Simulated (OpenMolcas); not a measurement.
Cu2+, Ag2+, Au2+: d9 down the group

```json
{
  "Program": "OpenMolcas 26.06",
  "Method": "SS-RASPT2, IPEA 0.25 Eh, imaginary shift 0.1 Eh",
  "Basis": "ANO-RCC-VTZP",
  "Scalar Hamiltonian": "DKH2, point nucleus",
  "Spin-orbit coupling": "state interaction with AMFI integrals over the reference wave functions, term energies averaged over their components"
}
```

Active space for each ion: 9 electrons in 9 orbitals (RAS2 d s; RAS3 p, at most 2 electrons); closed shells correlated by CASPT2: Cu2+ 3s 3p; Ag2+ 4s 4p; Au2+ 5s 5p.

Computed levels in cm-1 above 2D 5/2:

```csv
Level,Cu2+,Ag2+,Au2+
2D 3/2,2190,4630,13420
weight of 2D in the lowest level (%),100,100,100
```

Measured, with the error of the calculation in %. Measured levels: Cu2+ from Sugar and Musgrove, J. Phys. Chem. Ref. Data 19, 527 (1990); Ag2+ from Moore, Atomic Energy Levels, vol. III, NSRDS-NBS 35 (1971 reprint of NBS Circular 467, 1958); Au2+ from Iglesias, J. Res. Natl. Bur. Stand. 64A, 481 (1960).

```csv
Level,Cu2+,Ag2+,Au2+
2D 3/2,2072 (+5.7),4607 (+0.4),12694 (+5.7)
```

The fine-structure level 2D 3/2 changes by a factor of 6.13 from Cu2+ to Au2+.

Some high roots are left out of the spin-orbit mixing, which shifts the levels that they would mix with (holds for Ag2+). Measured partners are found by configuration, term and J. A level has none where our copy of the source lacks it or the pairing is in doubt (some pairs that miss far off the trend of their configuration count as doubtful), and it then counts in no deviation. Levels of configurations outside the active space are missing.
